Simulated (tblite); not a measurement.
Input of a run (GFN2-xTB geometry optimisation, gas phase (tblite 0.8.0)), started from a force field or distance geometry:
```
{"job": {"kind": "relax", "xc": "GFN2-xTB", "basis": "xTB"}, "charge": 0, "multiplicity": 1}
O     -2.478000    -0.292900     0.830400
Si    -0.857600    -0.108800     1.071500
C     -0.205800     1.542300     0.441600
Si     1.197600     0.965000    -0.666100
C      0.751200    -0.829900    -1.054000
F     -0.217200    -0.816700    -2.030900
C      0.159000    -1.463300     0.190800
H     -2.785000    -0.316000    -0.086600
H     -0.584700    -0.212800     2.535600
H     -0.988000     2.054000    -0.145100
H      0.125100     2.198100     1.242000
H      2.459400     0.988600     0.125600
H      1.341600     1.817000    -1.852100
H      1.602500    -1.404900    -1.449700
H      0.950100    -1.787800     0.875200
H     -0.477800    -2.322800    -0.039600
```

Output (eV, eV/Å):
```
step      E/eV     max force
  0    -633.83767    1.613
  1    -633.92290    0.760
  2    -633.95637    0.373
  3    -633.97032    0.443
  4    -633.99027    0.428
  5    -634.00208    0.323
  6    -634.01136    0.247
  7    -634.01841    0.253
  8    -634.02598    0.278
  9    -634.03408    0.266
 10    -634.04122    0.196
 11    -634.04635    0.145
 12    -634.04988    0.158
 13    -634.05222    0.141
 14    -634.05388    0.104
 15    -634.05528    0.110
 16    -634.05657    0.095
 17    -634.05776    0.087
 18    -634.05867    0.070
 19    -634.05923    0.055
 20    -634.05958    0.047
 21    -634.05990    0.059
 22    -634.06036    0.070
 23    -634.06108    0.105
 24    -634.06195    0.105
 25    -634.06263    0.059
 26    -634.06298    0.051
 27    -634.06322    0.048
 28    -634.06352    0.056
 29    -634.06393    0.066
 30    -634.06436    0.071
 31    -634.06475    0.057
 32    -634.06514    0.047
 33    -634.06560    0.059
 34    -634.06615    0.061
 35    -634.06673    0.076
 36    -634.06740    0.084
 37    -634.06832    0.088
 38    -634.06975    0.125
 39    -634.07162    0.128
 40    -634.07358    0.104
 41    -634.07524    0.097
 42    -634.07660    0.098
 43    -634.07803    0.131
 44    -634.07950    0.115
 45    -634.08063    0.082
 46    -634.08120    0.073
 47    -634.08176    0.070
 48    -634.08221    0.057
 49    -634.08303    0.051
 50    -634.08353    0.064
 51    -634.08432    0.066
 52    -634.08487    0.056
 53    -634.08535    0.041
 54    -634.08571    0.049
 55    -634.08611    0.049
 56    -634.08654    0.060
 57    -634.08696    0.059
 58    -634.08741    0.057
 59    -634.08796    0.074
 60    -634.08859    0.062
 61    -634.08915    0.050
 62    -634.08957    0.055
 63    -634.08996    0.067
 64    -634.09041    0.073
 65    -634.09094    0.050
 66    -634.09133    0.040
 67    -634.09165    0.051
 68    -634.09201    0.057
 69    -634.09253    0.059
 70    -634.09311    0.051
 71    -634.09361    0.058
 72    -634.09397    0.056
 73    -634.09428    0.047
 74    -634.09461    0.049
 75    -634.09503    0.049
 76    -634.09557    0.061
 77    -634.09627    0.103
 78    -634.09697    0.077
 79    -634.09770    0.054
 80    -634.09811    0.042
 81    -634.09841    0.042
 82    -634.09880    0.063
 83    -634.09937    0.067
 84    -634.09994    0.069
 85    -634.10030    0.030
 86    -634.10046    0.025
 87    -634.10054    0.024
 88    -634.10062    0.025
 89    -634.10071    0.022
 90    -634.10080    0.021
 91    -634.10091    0.016
 92    -634.10099    0.015
 93    -634.10103    0.013
 94    -634.10106    0.014
 95    -634.10109    0.012
 96    -634.10113    0.010
```

Q: Summarise the run.

A: The energy falls by 0.263 eV over 96 L-BFGS steps, the largest force on an atom goes from 1.61 to 0.010 eV/Å, and the atoms move by 0.413 Å rms after alignment. The bond that changes most is Si4–C5 (SiH2 silicon to sp3 C–F carbon), which lengthens by 0.039 Å. Bonds longer at the end by more than 0.005 Å: 5 of 16; shorter: 7. Among the angles that change most is C3–Si2–C7, from 106.5° to 98.4°. Among the dihedrals that turn most is H9–Si2–C3–H10, from -130° to -94°. The energy never rose by more than 1e-5 eV on the way. The first step brought 32 % of the lowering.

Q: What are the final bond lengths?

A: O1–Si2 1.625 Å, Si2–C3 1.915 Å, C3–Si4 1.903 Å, Si4–C5 1.929 Å, C5–F6 1.406 Å, C5–C7 1.523 Å, Si2–C7 1.911 Å, O1–H8 0.956 Å, Si2–H9 1.456 Å, C3–H10 1.088 Å, C3–H11 1.087 Å, Si4–H12 1.467 Å, Si4–H13 1.463 Å, C5–H14 1.095 Å, C7–H15 1.089 Å, C7–H16 1.091 Å. Numbering counts from 1 in the input's order; the species is `O[Si@@H]1C[SiH2][C@H](F)C1`.

Time: 1.1 s. Hardware: one thread of an Arm Neoverse N1, no GPU, on a shared host.

Its GFN2-xTB frequencies are all real (lowest 58 cm⁻¹). The numbers are those of one conformer.

All values are computed, not measured.
